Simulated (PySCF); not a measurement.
## Electron correlation in W⁻ (tungsten, charge -1)

[Xe] 4f14 5d5 6s2, high-spin 6S determinant. All numbers are calculated (PySCF 2.14, a scalar-relativistic core potential, in def2-QZVPPD with the def2 core potential (60 electrons)). Frozen: 5s2 5p6; 7 electrons correlated.

MP2 pair energies summed by pair of shells (mhartree):

```csv
pair,energy,share (%)
5d-5d,-57.67,48.1
5d-6s,-47.88,39.9
6s-6s,-14.32,11.9
```

Total MP2 correlation energy: -119.87 mhartree.

Same-spin part -78.26 and opposite-spin part -41.61 mhartree; SCS-MP2 scales them by 1/3 and 6/5 to -76.02 mhartree.

The Hartree-Fock reference does not bind the outermost electron (its level is positive or very diffuse), so these energies belong to a reference that the basis holds together.
